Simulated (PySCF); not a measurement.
# Structure elucidation problem

Molecular formula: C4H9BN2. Simulated spectra:

1H NMR (400 MHz, computed): δ 5.93 (ddd, J = 18.0, 10.8, 10.0 Hz, 1H), 5.14 (dd, J = 18.0, 2.0 Hz, 1H), 5.07 (dd, J = 10.8, 2.0 Hz, 1H), 4.18 (br, 1H), 3.91 (ddd, J = 12.6, 10.0, 5.5 Hz, 1H), 3.63 (dd, J = 12.6, 10.8 Hz, 1H), 3.04 (dd, J = 10.8, 5.5 Hz, 1H), 2.26 (br s, 1H), 2.06 (br s, 1H).

13C{1H} NMR (computed): δ 157.3 (CH), 122.2 (CH2), 63.2 (CH), 53.5 (CH2).

Method: structure optimised with PBE0-D3(BJ)/def2-SVP, couplings computed with B3LYP/pcJ-1 (spin–dipole term only in couplings to heteroatoms), NMR shieldings at CAM-B3LYP/pcSseg-1/GIAO, in PySCF 2.14 (one computed conformer, no solvent model, non-relativistic).

Chemical shifts δ = σref − σ; TMS for 1H and 13C, all at this level.

Question: Which of these isomers gave the spectra?
A. C=CN1BNCC1
B. C=C[C@@H]1CNBN1
C. C=CB1NCCN1

Answer: B. 

4 carbon signals for 4 carbons: no two carbons are equivalent. Carbon types of the structure: 2 × CH, 2 × CH2, leaving 3 H on heteroatoms. δC 157.3: alkene CH; the olefinic region. δC 122.2: terminal =CH2 carbon; the olefinic region. δC 63.2: allylic sp3 CH bonded to N; deshielded by the electronegative neighbour. δH 5.93: hydrogen on an alkene CH; a vinylic proton, deshielded by the sp2 carbon and the C=C anisotropy. δH 2.26, 2.06: hydrogen on a nitrogen bonded to C, B, in a 5-membered ring; labile proton, position sensitive to the medium. The protons at 5.14 and 5.93 share a coupling of 18.0 Hz (vicinal, trans across C=C). The protons at 3.63 and 3.04 share a coupling of 10.8 Hz (geminal). The protons at 5.07 and 5.93 share a coupling of 10.8 Hz (vicinal, cis across C=C).

The others: C=CN1BNCC1 would give 6 signals for carbon-bound and other non-exchanging H, not 7; C=CB1NCCN1 would give 3 carbon signals, not 4.

OH and NH positions are those of a molecule without intermolecular hydrogen bonds; in solution they move with solvent, concentration and temperature, and exchange usually removes their couplings. Hydrogens on boron are broadened and split by 11B (spin 3/2, 80 %) and 10B (spin 3). Splittings below 1 Hz are ignored in the labels, and close J values are merged. Unscaled 3J(H,H) at this level run about 10 % above measured values. Shifts are as computed, not scaled to solution data. Of 1211 compounds with measured shifts, 218 miss one by over three times the rms of a fit or turn the order of signals round; such compounds aren't used in these exercises. Couplings across =CH–CH2 type bonds come from one rotamer and its mirror image, and can be 1–2 Hz further off. Couplings to exchangeable protons are dropped. Only one conformer was computed, so three-bond couplings in flexible chains and rings are approximate.
